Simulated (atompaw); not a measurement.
## Plane-wave convergence, PAW (atompaw) potential for germanium (Ge)

* Element: Ge (Z = 32)
* Generator: atompaw 4.2.0.5
* Type: PAW
* Functional: LDA (PW92)
* Relativity: scalar-relativistic
* Frozen core: [Ar] 3d10
* Valence charge: 4
* Reference configuration: 4s1.75 4p2.25
* Partial waves: 4s (bound): rc 2.35 bohr; 4s channel at 1.4 Ry: rc 2.35 bohr; 4p (bound): rc 2.35 bohr; 4p channel at 0.15 Ry: rc 2.35 bohr
* Local potential: ultrasoft scheme with l = 2 at 0.5 Ry, radius 1.55 bohr
* Core correction: smooth core density matched at 1.80 bohr
* Augmentation charge: sinc compensation charge, radius 2.10 bohr; PAW radius 2.35 bohr; waves and projectors: custom polynom vanderbiltortho

The pseudo-atom Hamiltonian at the reference potential is diagonalised in spherical Bessel functions j_l(qr) that vanish at 20 bohr, with q² up to the cutoff. All-electron valence levels (Ry): 4s -0.8965, 4p -0.3104.

Q: How do the lowest levels (Ry) of each channel move with the cutoff, and are there ghosts?

A:

| cutoff (Ry) | s #1 | s #2 | p #1 | p #2 | d #1 | f #1 | Σ f·Δε (mRy) |
| --- | --- | --- | --- | --- | --- | --- | --- |
| 8 | -0.8963 | -0.0341 | -0.3101 | 0.0262 | 0.0563 | 0.1099 | 1.1 |
| 10 | -0.8965 | -0.0342 | -0.3104 | 0.0261 | 0.0562 | 0.1099 | 0.2 |
| 12 | -0.8965 | -0.0342 | -0.3104 | 0.0261 | 0.0561 | 0.1099 | 0.0 |
| 15 | -0.8965 | -0.0342 | -0.3104 | 0.0261 | 0.0561 | 0.1099 | 0.0 |
| 400 | -0.8965 | -0.0342 | -1.7285 | -0.3104 | 0.0560 | 0.1099 | 0.0 |

Result: ghost state, extra bound levels that the all-electron valence spectrum of the same l lacks: p at -23.5 eV (a true bound ghost makes a file unfit for plane-wave use); 10 mRy is reached at 6 Ry and 1 mRy at 10 Ry.
